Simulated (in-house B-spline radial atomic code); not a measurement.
# Ionising Cl3+ with different functionals

Computed with an all-electron radial atomic-structure program (B-spline basis): non-relativistic Hamiltonian, point nucleus, spin-polarised at highest spin, spherical fractional occupations for the functionals, and exact exchange of hybrids averaged over the configuration. The ionisation energy is the difference of two self-consistent energies, [Ne] 3s2 3p2 → [Ne] 3s2 3p1, without Breit or QED terms; ε is the level of the shell that loses the electron (its least bound occupied spin orbital).

```tsv
method	rung	ΔSCF (eV)	-ε(3p) (eV)
PBE0	global hybrid	53.31	48.21
B3LYP	global hybrid	53.29	47.75
TPSSh	global hybrid	53.41	47.25
M06-2X	global hybrid	53.04	49.86
BHandHLYP	global hybrid	53.12	49.80
r2SCAN0	global hybrid	53.47	48.48
B97-1	global hybrid	53.20	47.77
HSE06	range-separated hybrid	53.30	47.78
wB97X	range-separated hybrid	53.21	50.77
CAM-B3LYP	range-separated hybrid	53.27	49.63
LC-wPBE	range-separated hybrid	53.47	51.38
```

Task: Among the functionals, which spreads more, the ΔSCF values or the orbital energies?

Result: The orbital energies: ΔSCF values span about 0.44 eV and the orbital energies 4.13 eV; here energy differences depend much less on the functional than eigenvalues do.

Task: How do they compare with the NIST value?

Result: NIST lists 53.2 eV ± 0.12 (semi-empirical, ground level to ground level). Errors run from -0.20 to +0.23 eV; all lie within about twice that uncertainty, so the table can't rank the methods.
